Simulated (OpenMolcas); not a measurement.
Cl²⁺: effect of the active space

```yaml
Program: OpenMolcas
Method: SS-CASPT2, IPEA 0.25 Eh, imaginary shift 0.1 Eh
Basis: ANO-RCC-VDZP
Scalar_Hamiltonian: DKH2, point nucleus
Spin-orbit_coupling: RASSI with atomic mean-field integrals over the reference wave functions, term energies averaged over their components
```

A. 3 electrons in 3 orbitals (3p); 2S+1 = 4 odd, 1 root; 2S+1 = 2 odd, 8 roots; closed shells correlated: 2s 2p 3s; CASPT2 step of the order of 0.8 core-seconds
B. 5 electrons in 4 orbitals (3s 3p); 2S+1 = 4 odd, 1 root; 2S+1 = 2 odd, 11 roots; 2S+1 = 4 even, 3 roots; 2S+1 = 2 even, 9 roots; closed shells correlated: 2s 2p; CASPT2 step of the order of 2.3 core-seconds

Energies in cm-1 above 3s2 3p3 4S* 3/2, the measured ground level; measured values from Moore, Atomic Energy Levels, vol. I, NSRDS-NBS 35 (1971 reprint of NBS Circular 467, 1949).

```
          Level      A      B  Measured
3s2 3p3 4S* 3/2    0.0    0.0       0.0
3s2 3p3 2D* 3/2  20840  20850     18053
3s2 3p3 2D* 5/2  20890  20910     18120
3s2 3p3 2P* 1/2  33650  31980     29812
3s2 3p3 2P* 3/2  33710  32030     29907
```

Deviations, from unrounded energies. A percentage is the sum of absolute deviations over the sum of measured energies, with the sign that they share, or ± where signs differ.

```
                        Against measurement  Levels      A      B
             mean absolute deviation (cm-1)       4   3300   2500
other terms of the ground configuration (%)       4  +13.8  +10.3
```

B lies closest to measurement on these levels. The largest miss of B in the table is 3s2 3p3 2D* 3/2, by +2800 cm-1. The ranking rests on the paired levels alone, and a cruder setting can come out closer through cancelling errors.

Between A and B the level of the table that moves most is 3s2 3p3 2P* 3/2, by 1700 cm-1 (lowest in B, highest in A). Moves below CASPT2's spread within the term are not significant.

Term energies are means over components that CASPT2 splits; among the terms shown or strongly mixed into the levels shown the widest spread is 260 cm-1 (3s2 3p3 2D*, B). Over all roots computed the reference weight is 0.88 to 0.97 in B; the roots of lowest weight are the least certain, and an intruder state may touch them. Some terms miss by over 15 % even with CASPT2, which points to a basis or an active space too small for the shells correlated. With the s shell closed, the reference lacks s² → p² mixing (holds for A). Measured partners are found by configuration, term and J. A level has none where our copy of the source lacks it or the pairing is in doubt (some pairs that miss far off the trend of their configuration count as doubtful), and it then counts in no deviation. Only configurations of the active space appear. The table leaves out levels that lie high or whose names do not pair safely across all columns.

* marks odd parity.
